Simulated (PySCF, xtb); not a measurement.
F3OSi, SMILES [O][Si](F)(F)F (connectivity only; charge and spin as stated), charge -1, multiplicity 1.

Harmonic wavenumbers (cm⁻¹) from GFN2-xTB in xtb at its own minimum, in rising order: 213, 213, 315, 326, 327, 702, 747, 748, 1355.

### Question
What does PBE0-D3(BJ)/def2-SVPD in PySCF 2.14.0 give at its own minimum? (An estimate is asked for; the answer gives what the named calculation found.)

### Answer
255, 255, 380, 383, 383, 725, 821, 821, 1196. Paired by order, the mean absolute difference is 66 cm⁻¹ and the zero-point energies are 7.1 and 7.5 kcal/mol.
